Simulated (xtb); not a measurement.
A run for xtb: GFN2-xTB on C3H8Si (a complex), monomers drawn apart or pushed together.

```
$ xtb mol.xyz --gfn 2 --sp --chrg 0 --uhf 0
12

Si    -0.18064048    -0.03076817     0.10956112
H     -0.64126556    -1.42512559     0.28734278
H     -1.04138539     0.88637235     0.88805706
H     -0.26707869     0.32864671    -1.32622388
H      1.22299109     0.09719007     0.55753173
C      0.06514673    -1.26572125     3.14979710
C      0.09974608     0.01494821     3.37225728
C      0.13233697     1.29704301     3.58153058
H      0.94827827    -1.80431652     2.82591529
H     -0.84725797    -1.83589841     3.28034536
H      0.37381236     1.70375757     4.55664497
H     -0.08201552     1.99925302     2.78406833
```

Program output:

```
[...]
           -------------------------------------------------
          |                Calculation Setup                |
           -------------------------------------------------



molecular fragmentation (1/2 indicates fragments):
111112222222
# atoms in fragment 1/2:     5     7
 fragment masses (1/2) :       32.12       40.06
CMA distance (Bohr)    :   6.181
constraining FC (au)   :  0.0500

           -------------------------------------------------
          |                 G F N 2 - x T B                 |
           -------------------------------------------------

        Reference                      10.1021/acs.jctc.8b01176
      * Hamiltonian:
        H0-scaling (s, p, d)           1.850000    2.230000    2.230000
        zeta-weighting                 0.500000
      * Dispersion:
        s8                             2.700000
        a1                             0.520000
        a2                             5.000000
        s9                             5.000000
      * Repulsion:
        kExp                           1.500000    1.000000
        rExp                           1.000000
      * Coulomb:
        alpha                          2.000000
        third order                    shell-resolved
        anisotropic                    true
        a3                             3.000000
        a5                             4.000000
        cn-shift                       1.200000
        cn-exp                         4.000000
        max-rad                        5.000000


          ...................................................
          :                      SETUP                      :
          :.................................................:
          :  # basis functions                  30          :
          :  # atomic orbitals                  29          :
          :  # shells                           17          :
          :  # electrons                        24          :
          :  max. iterations                   250          :
          :  Hamiltonian                  GFN2-xTB          :
          :  restarted?                      false          :
          :  GBSA solvation                  false          :
          :  PC potential                    false          :
          :  electronic temp.          300.0000000     K    :
          :  accuracy                    1.0000000          :
          :  -> integral cutoff          0.2500000E+02      :
          :  -> integral neglect         0.1000000E-07      :
          :  -> SCF convergence          0.1000000E-05 Eh   :
          :  -> wf. convergence          0.1000000E-03 e    :
          :  Broyden damping             0.4000000          :
          :  net charge                          0          :
          :  unpaired electrons                  0          :
          ...................................................

 iter      E             dE          RMSdq      gap      omega  full diag
   1    -12.2673924 -0.122674E+02  0.612E+00    5.67       0.0  T
   2    -12.3475864 -0.801941E-01  0.330E+00    5.23       1.0  T
   3    -12.3362569  0.113295E-01  0.210E+00    5.53       1.0  T
   4    -12.3588342 -0.225772E-01  0.713E-01    5.43       1.0  T
   5    -12.3604579 -0.162369E-02  0.927E-02    5.46       1.0  T
   6    -12.3604727 -0.148183E-04  0.333E-02    5.45       1.0  T
   7    -12.3604732 -0.473773E-06  0.177E-02    5.46       1.6  T
   8    -12.3604753 -0.213312E-05  0.477E-03    5.46       6.1  T
   9    -12.3604753 -0.149514E-07  0.168E-03    5.46      17.2  T
  10    -12.3604753 -0.133813E-07  0.825E-04    5.46      35.0  T
  11    -12.3604753  0.310710E-09  0.854E-04    5.46      33.8  T

   *** convergence criteria satisfied after 11 iterations ***

         #    Occupation            Energy/Eh            Energy/eV
      -------------------------------------------------------------
         1        2.0000           -0.7007230             -19.0676
       ...           ...                  ...                  ...
         6        2.0000           -0.4897735             -13.3274
         7        2.0000           -0.4712171             -12.8225
         8        2.0000           -0.4228152             -11.5054
         9        2.0000           -0.4213860             -11.4665
        10        2.0000           -0.4201487             -11.4328
        11        2.0000           -0.3953790             -10.7588
        12        2.0000           -0.3940517             -10.7227 (HOMO)
        13                         -0.1935697              -5.2673 (LUMO)
        14                         -0.1911848              -5.2024
        15                         -0.1763446              -4.7986
        16                         -0.1751991              -4.7674
        17                         -0.1681277              -4.5750
       ...                                ...                  ...
        29                          1.0583578              28.7994
      -------------------------------------------------------------
                  HL-Gap            0.2004820 Eh            5.4554 eV
             Fermi-level           -0.2938107 Eh           -7.9950 eV

 SCC (total)                   0 d,  0 h,  0 min,  0.008 sec
 SCC setup                      ...        0 min,  0.000 sec (  1.186%)
 Dispersion                     ...        0 min,  0.000 sec (  0.796%)
 classical contributions        ...        0 min,  0.000 sec (  0.275%)
 integral evaluation            ...        0 min,  0.001 sec ( 13.269%)
 iterations                     ...        0 min,  0.004 sec ( 45.006%)
 molecular gradient             ...        0 min,  0.003 sec ( 38.257%)
 printout                       ...        0 min,  0.000 sec (  1.101%)

         :::::::::::::::::::::::::::::::::::::::::::::::::::::
         ::                     SUMMARY                     ::
         :::::::::::::::::::::::::::::::::::::::::::::::::::::
         :: total energy             -12.138352536064 Eh    ::
         :: gradient norm              0.018699399436 Eh/a0 ::
         :: HOMO-LUMO gap              5.455393793831 eV    ::
         ::.................................................::
         :: SCC energy               -12.360463676879 Eh    ::
         :: -> isotropic ES            0.011582962721 Eh    ::
         :: -> anisotropic ES          0.005077810612 Eh    ::
         :: -> anisotropic XC          0.015575876730 Eh    ::
         :: -> dispersion             -0.006923765696 Eh    ::
         :: repulsion energy           0.222111140815 Eh    ::
         :: add. restraining           0.000000000000 Eh    ::
         :: total charge              -0.000000000000 e     ::
         :::::::::::::::::::::::::::::::::::::::::::::::::::::

           -------------------------------------------------
          |                Property Printout                |
           -------------------------------------------------

    * Orbital Energies and Occupations

         #    Occupation            Energy/Eh            Energy/eV
      -------------------------------------------------------------
         1        2.0000           -0.7007230             -19.0676
         2        2.0000           -0.6155643             -16.7504
         3        2.0000           -0.5891891             -16.0327
         4        2.0000           -0.5235314             -14.2460
         5        2.0000           -0.4901721             -13.3383
         6        2.0000           -0.4897735             -13.3274
         7        2.0000           -0.4712171             -12.8225
         8        2.0000           -0.4228152             -11.5054
         9        2.0000           -0.4213860             -11.4665
        10        2.0000           -0.4201487             -11.4328
        11        2.0000           -0.3953790             -10.7588
        12        2.0000           -0.3940517             -10.7227 (HOMO)
        13                         -0.1935697              -5.2673 (LUMO)
        14                         -0.1911848              -5.2024
        15                         -0.1763446              -4.7986
        16                         -0.1751991              -4.7674
        17                         -0.1681277              -4.5750
        18                         -0.0881512              -2.3987
        19                         -0.0848749              -2.3096
        20                          0.1134688               3.0876
        21                          0.1780655               4.8454
        22                          0.3192893               8.6883
        23                          0.3220993               8.7648
       ...                                ...                  ...
        29                          1.0583578              28.7994
      -------------------------------------------------------------
                  HL-Gap            0.2004820 Eh            5.4554 eV
             Fermi-level           -0.2938107 Eh           -7.9950 eV

     #   Z          covCN         q      C6AA      α(0)
     1  14 Si       3.654     0.443    98.896    19.065
     2   1 H        0.914    -0.114     6.093     3.861
     3   1 H        0.914    -0.115     6.141     3.876
     4   1 H        0.913    -0.112     5.993     3.829
     5   1 H        0.914    -0.114     6.100     3.863
     6   6 C        2.832    -0.102    30.552     9.058
     7   6 C        1.962    -0.002    31.129     9.010
     8   6 C        2.832    -0.103    30.596     9.064
     9   1 H        0.925     0.055     2.262     2.352
    10   1 H        0.925     0.055     2.259     2.351
    11   1 H        0.925     0.056     2.247     2.344
    12   1 H        0.925     0.054     2.271     2.357

 Mol. C6AA /au·bohr⁶  :       1789.032686
 Mol. C8AA /au·bohr⁸  :      51834.425809
 Mol. α(0) /au        :         71.028767


Wiberg/Mayer (AO) data.
largest (>0.10) Wiberg bond orders for each atom

 ---------------------------------------------------------------------------
     #   Z sym  total        # sym  WBO       # sym  WBO       # sym  WBO
 ---------------------------------------------------------------------------
     1  14 Si   3.640 --     4 H    0.903     5 H    0.903     2 H    0.902
                             3 H    0.900
     2   1 H    0.987 --     1 Si   0.902
     3   1 H    0.987 --     1 Si   0.900
     4   1 H    0.988 --     1 Si   0.903
     5   1 H    0.987 --     1 Si   0.903
     6   6 C    3.985 --     7 C    1.962    10 H    0.947     9 H    0.946
     7   6 C    3.976 --     8 C    1.979     6 C    1.962
     8   6 C    3.984 --     7 C    1.979    11 H    0.946    12 H    0.943
     9   1 H    0.997 --     6 C    0.946
    10   1 H    0.997 --     6 C    0.947
    11   1 H    0.997 --     8 C    0.946
    12   1 H    0.997 --     8 C    0.943
 ---------------------------------------------------------------------------

Topologies differ in total number of bonds
Writing topology from bond orders to xtbtopo.mol

molecular dipole:
                 x           y           z       tot (Debye)
 q only:        0.009      -0.005       0.076
   full:        0.011      -0.014       0.130       0.335
molecular quadrupole (traceless):
                xx          xy          yy          xz          yz          zz
 q only:       -0.851       0.054       0.817       0.043       0.252       0.033
  q+dip:       -2.018       0.157       3.282       0.009       0.804      -1.264
   full:       -1.169       0.094       1.656      -0.002       0.455      -0.487


           -------------------------------------------------
          | TOTAL ENERGY              -12.138352536064 Eh   |
          | GRADIENT NORM               0.018699399436 Eh/α |
          | HOMO-LUMO GAP               5.455393793831 eV   |
           -------------------------------------------------

------------------------------------------------------------------------
Note: The following floating-point exceptions are signalling: IEEE_UNDERFLOW_FLAG IEEE_DENORMAL
normal termination of xtb
------------------------------------------------------------------------
 total:
 SCF:
```

The run finished.

Cost: roughly 0.04 core-seconds.
